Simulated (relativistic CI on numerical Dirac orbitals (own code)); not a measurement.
## Ho26+: computed level list

Computed by Dirac-Coulomb-Breit CI, orbitals from a KLI potential per configuration, a model potential for QED, unscaled Slater integrals (own radial code, finite nucleus).

Configurations in the expansion (outside the closed core [Ar] 3d10): 4s2 4p6 4d5, 4s2 4p5 4d6, 4s2 4p6 4d4 4f, 4s 4p6 4d5 4f, 4p6 4d7, 4p5 4d8, 4s2 4p6 4d3 5s2, 4s2 4p6 4d2 4f 5s2, 4s 4p6 4d3 4f 5s2. Double excitations out of closed p, d and f shells are left out; levels of such configurations are missing from the list, as are those of other unlisted configurations, and high levels can miss mixing partners.

The lowest level is 4s2 4p6 4d5 6S_5/2, with 40 % of that term; Hund's rules for 4s2 4p6 4d5 give 6S with J = 5/2, in agreement.

```
No.  Configuration  Term     J   E (eV)    %  Next component (%)
  1    4s2 4p6 4d5    6S   5/2   0.0000   40               31 4P
  2    4s2 4p6 4d5    6S   5/2   6.6886   31               26 2F
  3    4s2 4p6 4d5    4G   7/2  10.9012   43               20 2F
  4    4s2 4p6 4d5    4D   3/2  11.2979   42               36 4P
  5    4s2 4p6 4d5    4G  11/2  11.5997   48               34 2H
  6    4s2 4p6 4d5    4G   9/2  12.7876   51               19 4F
  7    4s2 4p6 4d5    4D   5/2  13.2707   38               24 4G
  8    4s2 4p6 4d5    4P   1/2  13.9410   57               25 4D
  9    4s2 4p6 4d5    2F   7/2  15.7564   31               26 4F
 10    4s2 4p6 4d5    2D   5/2  17.3958   36               17 4G
 11    4s2 4p6 4d5    2D   3/2  19.1206   52               25 4F
 12    4s2 4p6 4d5    4D   7/2  19.3227   47               31 4G
 13    4s2 4p6 4d5    2I  11/2  19.7017   56               39 4G
 14    4s2 4p6 4d5    4G   9/2  20.6068   43               42 2G
 15    4s2 4p6 4d5    4D   1/2  20.9856   73               17 4P
 16    4s2 4p6 4d5    2I  13/2  21.6281  100                    
 17    4s2 4p6 4d5    4P   3/2  21.6300   51               32 4F
 18    4s2 4p6 4d5    2F   5/2  22.5367   39               22 4D
 19    4s2 4p6 4d5    2H   9/2  24.3780   53               47 4F
 20    4s2 4p6 4d5    2G   7/2  25.3495   61               34 2F
 21    4s2 4p6 4d5    4F   5/2  25.5330   55               21 2D
 22    4s2 4p6 4d5    2D   3/2  27.0177   85               10 4F
 23    4s2 4p6 4d5    2F   7/2  27.8206   47               37 2G
 24    4s2 4p6 4d5    2S   1/2  28.1571   53               24 4P
 25    4s2 4p6 4d5    4P   5/2  29.0507   33               29 2F
 26    4s2 4p6 4d5    2G   9/2  30.3255   63               20 2H
 27    4s2 4p6 4d5    4F   7/2  31.8845   35               30 2F
 28    4s2 4p6 4d5    2H  11/2  32.6670   61               26 2I
 29    4s2 4p6 4d5    2D   3/2  33.3454   52               23 4D
 30    4s2 4p6 4d5    2D   5/2  35.1439   65               24 2F
```

Energies count from the lowest computed level.

The mean weight of the leading LS term, summed over parents, in these 30 levels is 51 %, and that of the leading jj configuration (from the same eigenvectors) 82 %, so jj coupling describes them better and the LS labels are nominal.

At this charge energies of transitions that change n are usually good to better than 1 %, and those within a shell (Δn = 0) to a few per cent. Terms inside the open d or f shell come out 10 to 20 % too wide with unscaled integrals.

LS names give the leading component of a level, which can be under half, so a name can repeat, a term be missing and a line seem to break the LS rules.
